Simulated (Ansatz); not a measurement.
Start from `B[SiH]([SiH3])Cl` and change one atom or group to get `O[SiH2][SiH]([SiH3])Cl`.

Ansatz, PBE0-D4/def2-TZVP geometries, multiplicity 1. Each molecule was computed in one conformer, which needn't be the lowest.

| property | `B[SiH]([SiH3])Cl` |
| --- | --- |
| size of the dipole moment (PBE/def2-TZVPP) / D | 1.30 |
| HOMO–LUMO gap (PBE0/def2-TZVPP) / eV | 5.07 |
| HOMO energy (PBE0/def2-TZVPP) / eV | -7.83 |
| LUMO energy (B3LYP/def2-TZVPP) / eV | -2.95 |
| LUMO energy (PBE0/def2-TZVPP) / eV | -2.76 |
| LUMO energy (PBE/def2-TZVPP) / eV | -3.71 |

**Question.** What does the change do to each property? (Estimate.)

**Answer.** The calculation gave: 
```json
{"property": "size of the dipole moment (PBE/def2-TZVPP) / D", "`O[SiH2][SiH]([SiH3])Cl`": "0.76", "shift": "-0.54"}
{"property": "HOMO–LUMO gap (PBE0/def2-TZVPP) / eV", "`O[SiH2][SiH]([SiH3])Cl`": "6.44", "shift": "1.37"}
{"property": "HOMO energy (PBE0/def2-TZVPP) / eV", "`O[SiH2][SiH]([SiH3])Cl`": "-7.68", "shift": "0.15"}
{"property": "LUMO energy (B3LYP/def2-TZVPP) / eV", "`O[SiH2][SiH]([SiH3])Cl`": "-1.39", "shift": "1.56"}
{"property": "LUMO energy (PBE0/def2-TZVPP) / eV", "`O[SiH2][SiH]([SiH3])Cl`": "-1.24", "shift": "1.52"}
{"property": "LUMO energy (PBE/def2-TZVPP) / eV", "`O[SiH2][SiH]([SiH3])Cl`": "-2.06", "shift": "1.65"}
```

With PBE0 the HOMO rises by 0.15 eV and the LUMO rises by 1.52 eV, so the gap widens by about 1.37 eV. PBE moves the HOMO by 0.18 eV and ωB97M-V by 0.19 eV. Dipoles are sizes alone; their direction can turn.

B3LYP here is the variant with VWN-RPA as its local correlation; programs differ in this.
